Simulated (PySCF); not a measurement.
n-GeGeGeGeGeGeH14.
Bonds: Ge1–Ge2, Ge2–Ge3, Ge3–Ge4, Ge4–Ge5, Ge5–Ge6. Hydrogens: H7, H8, H9 on Ge1; H10, H11 on Ge2; H12, H13 on Ge3; H14, H15 on Ge4; H16, H17 on Ge5; H18, H19, H20 on Ge6.

Method: PBE0-D3(BJ)/def2-SVP geometry optimisation, gas phase in PySCF; density fitting, grid level 1; the optimiser is geomeTRIC in internal coordinates, started from a GFN2-xTB structure with every atom displaced at random (about 0.03 Å).

Step 1: E = -339253.6279 eV
```
atom  x, y, z in Å  |  force x, y, z in eV/Å
Ge1    -2.6588   -0.0721   -0.4685   -0.496   0.206  -0.322
Ge2    -1.3883    1.4692    0.8776   -0.022  -0.076   0.543
Ge3     0.5839    2.3256   -0.2009    0.506   0.336   0.067
Ge4     2.0270    0.6567   -1.2553   -0.595  -0.050  -0.058
Ge5     1.2536   -1.6114   -0.8183    0.156   0.095  -0.097
Ge6     0.8133   -2.0967    1.5030   -0.172  -0.078   0.475
H7     -4.1521    0.3287   -0.4463    0.053   0.013   0.087
H8     -2.2459    0.0395   -1.9491    0.127  -0.101   0.026
H9     -2.5772   -1.5192    0.0182    0.144  -0.122   0.018
H10    -0.9885    0.7694    2.1983    0.106  -0.059  -0.110
H11    -2.2668    2.6367    1.3733   -0.054   0.062  -0.202
H12     1.4570    3.0715    0.8451   -0.122  -0.105   0.024
H13     0.1981    3.4276   -1.2124   -0.063  -0.129  -0.090
H14     1.9114    0.8788   -2.7746    0.106  -0.014  -0.079
H15     3.4845    0.8155   -0.8241    0.164   0.045   0.081
H16     2.3369   -2.5754   -1.3312    0.063  -0.093   0.004
H17    -0.0134   -1.8905   -1.6438   -0.081   0.030  -0.022
H18    -0.6678   -1.8880    1.8796    0.000  -0.022  -0.147
H19     1.1594   -3.5584    1.8546    0.046   0.009  -0.097
H20     1.5961   -1.1934    2.4741    0.136   0.051  -0.101
```

Step 2: E = -339253.6948 eV
```
atom  x, y, z in Å  |  force x, y, z in eV/Å
Ge1    -2.7550    0.0332   -0.5748   -0.117   0.065  -0.059
Ge2    -1.4366    1.4639    0.8785   -0.025  -0.059   0.178
Ge3     0.5774    2.3113   -0.1656    0.147   0.137   0.024
Ge4     1.9653    0.6282   -1.2505   -0.182  -0.040  -0.081
Ge5     1.2612   -1.6498   -0.7748    0.079  -0.053  -0.063
Ge6     0.9471   -2.1266    1.5824   -0.034   0.036   0.173
H7     -4.2310    0.4805   -0.5419    0.024  -0.011   0.037
H8     -2.2762    0.1714   -2.0337    0.049  -0.055   0.025
H9     -2.6866   -1.4435   -0.1421    0.061   0.032  -0.019
H10    -1.0550    0.7022    2.1663    0.034  -0.045  -0.055
H11    -2.2988    2.6539    1.3531   -0.003   0.024  -0.090
H12     1.4375    3.0217    0.9007   -0.016  -0.018   0.071
H13     0.1924    3.4019   -1.1873   -0.032  -0.056  -0.058
H14     1.8491    0.8423   -2.7773    0.072  -0.017   0.034
H15     3.4408    0.7983   -0.8323   -0.038   0.020  -0.005
H16     2.3456   -2.6108   -1.3177   -0.042   0.029   0.013
H17    -0.0428   -1.9537   -1.5450    0.011   0.026   0.034
H18    -0.5242   -1.9482    2.0009   -0.009  -0.001  -0.054
H19     1.3589   -3.5785    1.8952    0.015   0.010  -0.031
H20     1.7931   -1.1836    2.4652    0.006  -0.020  -0.075
```

Q: Estimate the geometry and energy of step 3. (The exact step hangs on the optimiser's Hessian estimate; all steps are aligned on step 2, rigid shifts and turns removed.)

A: E = -339253.7081 eV, largest force 0.094 eV/Å
```
atom  x, y, z in Å  |  force x, y, z in eV/Å
Ge1    -2.6933    0.0178   -0.6090    0.051  -0.034   0.042
Ge2    -1.4067    1.4209    0.9050   -0.010   0.026  -0.001
Ge3     0.5951    2.3175   -0.1334   -0.022   0.069   0.022
Ge4     1.9154    0.6252   -1.2688    0.046  -0.025  -0.047
Ge5     1.2004   -1.6385   -0.7699    0.020  -0.091  -0.014
Ge6     0.9142   -2.0682    1.6049    0.004   0.020  -0.031
H7     -4.1774    0.4240   -0.5675   -0.011  -0.012  -0.004
H8     -2.1747    0.1859   -2.0502   -0.010  -0.004   0.000
H9     -2.5595   -1.4664   -0.2106   -0.022   0.058  -0.019
H10    -1.0037    0.6184    2.1585   -0.016   0.014  -0.009
H11    -2.2902    2.5977    1.3725    0.005  -0.006  -0.002
H12     1.4538    3.0046    0.9494    0.007  -0.009  -0.001
H13     0.1844    3.3970   -1.1570   -0.013  -0.007   0.003
H14     1.8045    0.8385   -2.7952    0.026   0.008   0.034
H15     3.4000    0.7808   -0.8638   -0.064  -0.012  -0.028
H16     2.2572   -2.6252   -1.3203   -0.041   0.039   0.008
H17    -0.1276   -1.9220   -1.5065    0.044   0.002   0.017
H18    -0.5539   -1.8576    2.0167    0.029  -0.022   0.009
H19     1.3180   -3.5206    1.9186    0.004  -0.001   0.017
H20     1.8064   -1.1158    2.4258   -0.028  -0.014   0.004
```

The energy changes by -0.0134 eV. The first-order estimate −F·Δx gives -0.0371 eV and the mean of the old and new forces, exact on a quadratic surface, -0.0141 eV. The step makes an angle of 78° with the force vector and moves no atom by more than 0.146 Å.

The cost below is that of the whole optimisation. On 2 threads, Intel Xeon Platinum 8259CL at 2.50 GHz (x86_64), shared host with 96 logical CPUs at a one-minute load of 46, this took 7.2 min wall, 15 min CPU and 3.1 GiB of memory at its peak.
